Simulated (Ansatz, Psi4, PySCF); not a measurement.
H3O3Si (SMILES O[Si](O)O), doublet, at a GFN2-xTB geometry (in this run its highest filled SCF level lies above zero, so its values depend strongly on the basis, on diffuse functions most of all). Base run: REVPBE/STO-3G (PySCF).

The PySCF input:
```python
from pyscf import gto, scf, dft

mol = gto.Mole()
mol.atom = '''
    O    -0.843175   -0.876036   -0.914558
    Si   -0.169416   -0.080382    0.342912
    O    -0.285085    1.517739   -0.033164
    O     1.370660   -0.579478    0.490977
    H    -1.581782   -0.473457   -1.362889
    H     0.234136    2.152053    0.452111
    H     1.780269   -1.051053   -0.236026
'''
mol.basis = 'sto-3g'
mol.charge = 0
mol.spin = 1
mol.verbose = 4
mol.build()

mf = dft.UKS(mol)
mf.xc = 'revpbe'
mf.kernel()
```

The same geometry, method and basis name were run in Ansatz (a program for electronic structure) and Psi4 and PySCF, at each program's defaults and at the settings that a row names. The base is PySCF at its defaults. Differences at the defaults can come from grids, fitting, cores and function types together.

```csv
code and settings,ΔE vs base (mEh),basis functions,E (Eh),SCF cycles,dipole (D)
"PySCF, defaults (exact integrals, its default grid, spherical functions)",0.000,27,-510.27915,10,0.91
"Psi4, defaults (density fitting with its default set, its default grid, spherical functions)",-1.948,27,-510.28110,9,0.91
"Ansatz, defaults (factorised integrals, its default grid, spherical functions)",-0.003,27,-510.27915,-,-
"PySCF, density fitting with def2-universal-jkfit",-1.949,27,-510.28110,10,0.91
"PySCF, fine grid",-0.001,27,-510.27915,10,0.91
"Psi4, exact integrals, spherical functions, fine grid",-0.001,27,-510.27915,12,0.91
"Ansatz, high accuracy",-0.001,27,-510.27915,-,-
```

Open shells are given as the SCF converged; they aren't shown to be the lowest states, and a large step between rows can be another state.
